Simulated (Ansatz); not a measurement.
Ansatz (a first-principles code) input:
A basis named .json is the Basis Set Exchange file of that set.

Ansatz 0.2 input:
```yaml
crystal:
  periodic: [false, false, false]
  atoms:
    - {symbol: C, position_ang: [-1.04934839, -0.01000115, -0.04078540]}
    - {symbol: Si, position_ang: [0.75946497, 0.00723832, 0.02951840]}
    - {symbol: H, position_ang: [-1.40732725, -0.61205719, -0.89091039]}
    - {symbol: H, position_ang: [-1.45130815, 1.00896482, -0.15684383]}
    - {symbol: H, position_ang: [-1.47778377, -0.43823725, 0.87920906]}
basis:
  gaussian:
    orbitals: def2-QZVPP.json
hamiltonian:
  xc: {name: PBE0}
total_charge: 1
```

Task: What final total energy does it print?

Result: -328.91221 Eh (PBE0/def2-QZVPP). The basis has 217 functions.
